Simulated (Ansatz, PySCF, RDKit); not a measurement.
Pair of molecules: N2 (SMILES N#N) (first 2 atoms) with C2H6O (SMILES CCO); geometry from B3LYP-D3(BJ)/def2-TZVP.
(charge 0, multiplicity 1):
```json
[
 {"atom": "N", "x (Å)": "1.1442", "y (Å)": "0.9875", "z (Å)": "-0.1931"},
 {"atom": "N", "x (Å)": "0.7713", "y (Å)": "0.2465", "z (Å)": "0.5147"},
 {"atom": "C", "x (Å)": "-1.3607", "y (Å)": "0.4816", "z (Å)": "3.7213"},
 {"atom": "C", "x (Å)": "0.0943", "y (Å)": "0.1189", "z (Å)": "3.9700"},
 {"atom": "O", "x (Å)": "0.4454", "y (Å)": "-1.1523", "z (Å)": "3.4350"},
 {"atom": "H", "x (Å)": "-1.6059", "y (Å)": "1.4389", "z (Å)": "4.1877"},
 {"atom": "H", "x (Å)": "-2.0207", "y (Å)": "-0.2840", "z (Å)": "4.1317"},
 {"atom": "H", "x (Å)": "-1.5649", "y (Å)": "0.5695", "z (Å)": "2.6510"},
 {"atom": "H", "x (Å)": "0.7536", "y (Å)": "0.9008", "z (Å)": "3.5712"},
 {"atom": "H", "x (Å)": "0.2898", "y (Å)": "0.0472", "z (Å)": "5.0409"},
 {"atom": "H", "x (Å)": "0.3446", "y (Å)": "-1.1134", "z (Å)": "2.4778"}
]
```

Monomers are frozen at their geometry in the pair; levels with a basis set take the counterpoise correction. Rows marked so take none. RDKit's UFF carries no charges.

Rows in 6-31G* carry no dispersion term and start afresh at each structure (6-31G* with six Cartesian d functions).

Run with Ansatz (a program for electronic structure); PySCF for 6-31G* rows, the dispersion terms; RDKit for the force fields. 

### Question
One of these levels gives -2.9 kJ/mol for the interaction energy. Name it.
(A) BP86/6-31G* (no counterpoise)
(B) PBE-D4/def2-TZVPPD
(C) UFF

### Answer
A, BP86/6-31G* (no counterpoise). The others give 2.6 (UFF), -5.7 (PBE-D4/def2-TZVPPD)
